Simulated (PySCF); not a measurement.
**Potential energy of GaSb along the bond**

Set-up: basis Ga def2-TZVPPD, Sb def2-TZVPPD with ECP28; scalar-relativistic core potentials; PySCF 2.14. Energies in eV from Ga + Sb in their ground configurations at the same level. State: ³Σ⁻ (triplet), unpaired electrons π ↑↑.

All columns are PBE0. A positive dipole means Ga(−)Sb(+).

```tsv
R (Å)	E (eV)	μ (D)	Mulliken charge on Ga (basis-dependent)	HOMO (eV)	LUMO (eV)	Mayer bond order	⟨S²⟩
2.385	-1.251	0.47	-0.05	-5.10	-3.77	1.16	2.01
2.496	-1.577	-0.03	0.03	-5.15	-3.57	1.14	2.01
2.607	-1.754	-0.53	0.10	-5.17	-3.39	1.12	2.01
2.690	-1.815	-0.91	0.13	-5.17	-3.26	1.11	2.01
2.773	-1.831	-1.28	0.15	-5.16	-3.15	1.10	2.01
2.856	-1.812	-1.65	0.17	-5.13	-3.04	1.09	2.01
2.967	-1.746	-2.11	0.18	-5.09	-2.92	1.08	2.01
3.106	-1.621	-2.67	0.19	-5.01	-2.79	1.06	2.01
3.272	-1.434	-3.27	0.20	-4.91	-2.67	1.03	2.02
3.494	-1.162	-3.92	0.21	-4.75	-2.58	0.96	2.06
```

A fit through these points gives, at Re = 2.765 Å, μ = -1.25 D and dμ/dR = -4.44 D/Å; the reduced mass is 43.9 u.

How strong is the fundamental in the double-harmonic approximation, I = 42.26·(dμ/dR)²/μred km/mol?

I = 42.26·(-4.44)²/43.9 = 19.0 km/mol at PBE0.

These are scalar-relativistic numbers at best; spin–orbit coupling would shift them, the dissociation energy most. The state was picked by a PBE0 search and need not be the measured ground state.
